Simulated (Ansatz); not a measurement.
Start from `NC=O` and change one atom or group to get `O=C[NH][GeH3]`.

Ansatz, PBE0-D4/def2-TZVP geometries, multiplicity 1. Each molecule was computed in one conformer, which needn't be the lowest.

Scalar relativity is left out up to krypton.

| property | `NC=O` |
| --- | --- |
| size of the dipole moment (B3LYP/def2-TZVPP) / D | 3.95 |
| HOMO–LUMO gap (PBE0/def2-TZVPP) / eV | 8.19 |
| HOMO–LUMO gap (B3LYP/def2-TZVPP) / eV | 7.65 |
| size of the dipole moment (PBE/def2-TZVPP) / D | 3.82 |
| LUMO energy (B3LYP/def2-TZVPP) / eV | 0.29 |
| zero-point energy (PBE0-D4/def2-TZVP) / kJ/mol | 120.0 |

(1) Give the same properties after the change, and the shifts. (Best estimate.)

## Answers

(1) The calculation gave: 
```
                                        property  `O=C[NH][GeH3]`  shift
size of the dipole moment (B3LYP/def2-TZVPP) / D             3.45  -0.50
            HOMO–LUMO gap (PBE0/def2-TZVPP) / eV             7.98  -0.21
           HOMO–LUMO gap (B3LYP/def2-TZVPP) / eV             7.45  -0.20
  size of the dipole moment (PBE/def2-TZVPP) / D             3.31  -0.51
             LUMO energy (B3LYP/def2-TZVPP) / eV             0.03  -0.26
  zero-point energy (PBE0-D4/def2-TZVP) / kJ/mol            156.8   36.8
```

With PBE0 the HOMO falls by 0.07 eV and the LUMO falls by 0.29 eV, so the gap narrows by about 0.22 eV. PBE moves the HOMO by -0.12 eV and ωB97M-V by -0.05 eV. The zero-point energy changes by 36.8 kJ/mol with +9 modes. Dipoles are sizes alone; their direction can turn.

B3LYP here is the variant with VWN-RPA as its local correlation; programs differ in this.
